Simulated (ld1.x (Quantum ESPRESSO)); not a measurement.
**Ge PAW: all-electron and pseudo phase curves**

Ge, PAW, made with ld1.x (Quantum ESPRESSO) 7.5 (PBE, fully relativistic). Core [Ar], reference 3d10 4s1.5 4p2.5. Waves: 4s (bound): rcut 1.45, rcutus 1.85 bohr; 4s channel at 1.7 Ry: rcut 1.45, rcutus 1.85 bohr; 4p (bound): rcut 1.35, rcutus 1.70 bohr; 4p channel at 0.3 Ry: rcut 1.35, rcutus 1.70 bohr; 3d (bound): rcut 0.45, rcutus 0.65 bohr; 3d channel at 1.95 Ry: rcut 0.45, rcutus 0.65 bohr; 4f channel at 0.15 Ry: rcut 1.55, rcutus 1.75 bohr. Local part: all-electron potential smoothed inside 1.85 bohr (lloc = -2). Core correction: Bessel-smoothed model core, default radius (core density twice the valence density). Augmentation charge: BESSEL, radius 0.40 bohr.

Open shells are filled in proportion to 2j + 1 (rel_dist='average').

The phase is arctan(r·u′/u) with u = r·R(r), unwrapped; energies in Ry, scanned from -4 to 5 Ry. A pole is an energy at which the radial function vanishes at the test radius. The pseudo phase is shifted by a multiple of π to meet the all-electron one at the reference energy, and phase errors are pseudo minus all-electron; the curves can meet again beyond the range given. Levels narrower than the energy grid can be missing from the lists of poles.

| channel | radius (bohr) | reference energy (Ry) | poles, all-electron | poles, pseudo | unbroken range about the reference energy with phases within 0.05 rad | phase error 1 Ry above the reference energy (rad) |
| --- | --- | --- | --- | --- | --- | --- |
| s | 2.00 | -0.90 | 2.08 | 2.08 | the whole range | -0.000 |
| p1/2 | 2.00 | -0.32 | 3.54 | 3.49 | the whole range | -0.000 |
| p3/2 | 2.00 | -0.31 | 3.67 | 3.60 | the whole range | -0.000 |
| d3/2 | 2.00 | -2.24 | -2.14 | -2.14 | the whole range | +0.000 |
| d5/2 | 2.00 | -2.20 | -2.09 | -2.09 | the whole range | +0.000 |
| f5/2 | 2.00 | 0.15 | none | none | the whole range | +0.000 |
| f7/2 | 2.00 | 0.15 | none | none | the whole range | +0.000 |

The ghost test of this file was not conclusive.

Phases in the p1/2 channel:

```json
{"E (Ry)": "-4.00", "all-electron": "1.281", "pseudo": "1.280"}
{"E (Ry)": "-3.52", "all-electron": "1.256", "pseudo": "1.255"}
{"E (Ry)": "-3.04", "all-electron": "1.223", "pseudo": "1.223"}
{"E (Ry)": "-2.56", "all-electron": "1.179", "pseudo": "1.179"}
{"E (Ry)": "-2.08", "all-electron": "1.118", "pseudo": "1.118"}
{"E (Ry)": "-1.60", "all-electron": "1.025", "pseudo": "1.025"}
{"E (Ry)": "-1.12", "all-electron": "0.870", "pseudo": "0.870"}
{"E (Ry)": "-0.64", "all-electron": "0.579", "pseudo": "0.579"}
{"E (Ry)": "-0.16", "all-electron": "0.029", "pseudo": "0.029"}
{"E (Ry)": "0.32", "all-electron": "-0.632", "pseudo": "-0.632"}
{"E (Ry)": "0.80", "all-electron": "-1.038", "pseudo": "-1.039"}
{"E (Ry)": "1.28", "all-electron": "-1.249", "pseudo": "-1.249"}
{"E (Ry)": "1.76", "all-electron": "-1.369", "pseudo": "-1.369"}
{"E (Ry)": "2.24", "all-electron": "-1.447", "pseudo": "-1.448"}
{"E (Ry)": "2.72", "all-electron": "-1.502", "pseudo": "-1.504"}
{"E (Ry)": "3.20", "all-electron": "-1.545", "pseudo": "-1.548"}
{"E (Ry)": "3.68", "all-electron": "-1.581", "pseudo": "-1.585"}
{"E (Ry)": "4.16", "all-electron": "-1.611", "pseudo": "-1.618"}
{"E (Ry)": "4.64", "all-electron": "-1.640", "pseudo": "-1.651"}
```
